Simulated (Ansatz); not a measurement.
Cost and result for the atomization energy of C$_{2}$H$_{5}$AlO$_{2}$ (`C1O[CH2][AlH][O]1`) (10 atoms, 10 bonds).

```xyz
10

C     0.860   -0.891    0.459
O     1.129    0.323   -0.205
C    -0.009    1.201   -0.226
Al   -1.376   -0.184   -0.516
O    -0.369   -1.439    0.075
H     0.858   -0.730    1.550
H     1.677   -1.565    0.189
H    -0.089    1.758    0.721
H     0.168    1.931   -1.016
H    -2.847   -0.403   -1.032
```

The species carries charge 0 and has multiplicity 1. The geometry is a stationary point of PBE0-D4/def2-TZVP. Program: Ansatz. All runs use 4 threads of an Arm Neoverse V1 on a shared host. Times are those of one run each, without the atoms' runs, and a repeat can differ threefold. Electronic energies, without spin–orbit coupling; frozen cores. CCSD(T)/CBS adds CCSD(T) − MP2 in def2-TZVPP to the MP2 limit, and its time is that of the two runs behind it. T1 = 0.014. B3LYP takes the VWN-RPA correlation (the form of Gaussian; ORCA's B3LYP/G).

CCSD(T)/CBS is a level of theory with its own doubt, some kJ/mol a heavy atom from the limit and from the frozen cores, so smaller differences don't rank the functionals.

```csv
level,functions,wall time,atomization (kJ/mol),difference from CCSD(T)/CBS,per bond
PBE-D4/def2-TZVPP (with forces),236,2.4 s,3889.2,88.0,8.8
PBE0-D4/def2-TZVPP,236,2.5 s,3795.1,-6.1,-0.6
B3LYP-D4/def2-TZVPP (with forces),236,4.1 s,3782.5,-18.7,-1.9
r2SCAN-D4/def2-TZVPP (with forces),236,4.3 s,3815.3,14.1,1.4
B2PLYP/def2-TZVPP,236,4.9 s,3752.2,-49.0,-4.9
ωB97X-V/def2-TZVPP,236,7 s,3811.7,10.5,1.1
ωB97M-V/def2-TZVPP (with forces),236,11 s,3811.2,10.0,1.0
MP2/def2-QZVPP,448,19 s,3852.9,51.7,5.2
CCSD(T)/def2-TZVPP,236,110 s,3694.6,-106.6,-10.7
CCSD(T)/CBS(def2),–,2.1 min,3801.2,0.0,0.0
```

In def2-TZVPP, CCSD(T) changes the Hartree–Fock value by +1030.9 kJ/mol (the triples alone add +66.5 kJ/mol) and MP2 by +1125.8 kJ/mol; breaking electron pairs costs correlation energy, which Hartree–Fock lacks. From PBE to PBE0 (25 % exact exchange), in def2-TZVPP and without D4, the atomization energy moves by −90.9 kJ/mol: exact exchange takes away binding that semilocal exchange gives to molecules. The D4 term adds +30.7 kJ/mol with B3LYP and +15.8 kJ/mol with PBE0; it sums over pairs of atoms, weighted by their polarisabilities, and B3LYP, whose exchange is more repulsive, gets the larger term.
